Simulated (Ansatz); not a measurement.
`NB(Cl)OC=S` + `O[SiH2]O` → `NB(O)Cl` + `O[SiH2]OC=S`  (redistribution)

Gas-phase electronic energies from Ansatz, PBE0-D4/def2-TZVP geometries. CBS: MP2 limit from def2 TZ/QZ plus the TZ coupled-cluster correction, frozen cores. Functionals use def2-TZVPP. HSE06 is defined as in plane-wave codes. Each species was taken in one conformer, which may not be the lowest.

Q: Is it downhill or uphill in electronic energy at CCSD(T)/CBS, and by how much? (Estimate.)

A: Computed: Downhill: ΔE = -5.7 kJ/mol.

Q: What do these levels give: revPBE-D4, revPBE, HSE06, CAM-B3LYP, SCS-MP2/def2-TZVPP, CCSD/CBS(def2)? (Best estimate.)

A: Computed: revPBE-D4 -7.8, revPBE -9.3, HSE06 -8.1, CAM-B3LYP -7.9, SCS-MP2/def2-TZVPP -6.0, CCSD/CBS(def2) -6.4 kJ/mol.

Largest T1 diagnostic among the species: 0.016.

In def2-TZVPP, CCSD(T) changes the Hartree–Fock value by +5.0 kJ/mol (the triples alone add +0.7 kJ/mol) and MP2 by +5.4 kJ/mol. Leaving LDA and LC-ωPBE aside and taking each functional with its dispersion term where it has one, the values, not all of them listed here, spread over 1.9 kJ/mol, from BHLYP-D4 to B97M-V. At CCSD(T), def2-SVP lies −4.7 kJ/mol from the extrapolated value and def2-TZVPP −0.0 kJ/mol.
